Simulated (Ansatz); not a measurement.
CH3ClFMoNO (`C[N]=[Mo](=[O])([F])[Cl]`). Charge 0, multiplicity 1. Mo: def2 effective core potential. Geometry: relaxed with PBE0-D4/def2-TZVP.

```xyz
9

C    -0.820   -1.242   -0.479
N     0.203   -0.403    0.029
Mo    0.815    1.158    0.370
O    -0.314    2.230   -0.229
F     2.450    1.333   -0.489
Cl    0.928    1.344    2.626
H    -0.409   -1.903   -1.248
H    -1.638   -0.653   -0.908
H    -1.216   -1.865    0.329
```

(1) What is the dipole moment at PBE/def2-TZVPP? (Estimate.)

(2) And with r2SCAN, B3LYP, ωB97M-V? (Estimate.)

(3) Give the Mulliken charges with PBE, ωB97M-V, B3LYP in def2-TZVPP. (Best estimate.)

Results:

(1) Ansatz gave: 2.81 D, with components (-1.33, -2.38, -0.69) D in this frame, pointing from negative to positive charge.

(2) Computed: r2SCAN 2.89 D, B3LYP 2.94 D, ωB97M-V 2.94 D.

(3) Ansatz gave: 
```json
{"atom": "C1", "PBE": "-0.13", "ωB97M-V": "-0.19", "B3LYP": "-0.13"}
{"atom": "N2", "PBE": "-0.45", "ωB97M-V": "-0.48", "B3LYP": "-0.50"}
{"atom": "Mo3", "PBE": "1.32", "ωB97M-V": "1.42", "B3LYP": "1.49"}
{"atom": "O4", "PBE": "-0.44", "ωB97M-V": "-0.48", "B3LYP": "-0.49"}
{"atom": "F5", "PBE": "-0.36", "ωB97M-V": "-0.40", "B3LYP": "-0.41"}
{"atom": "Cl6", "PBE": "-0.30", "ωB97M-V": "-0.28", "B3LYP": "-0.31"}
{"atom": "H7", "PBE": "0.11", "ωB97M-V": "0.13", "B3LYP": "0.12"}
{"atom": "H8", "PBE": "0.11", "ωB97M-V": "0.13", "B3LYP": "0.12"}
{"atom": "H9", "PBE": "0.12", "ωB97M-V": "0.14", "B3LYP": "0.12"}
```

B3LYP here is the variant with VWN-RPA as its local correlation; programs differ in this.
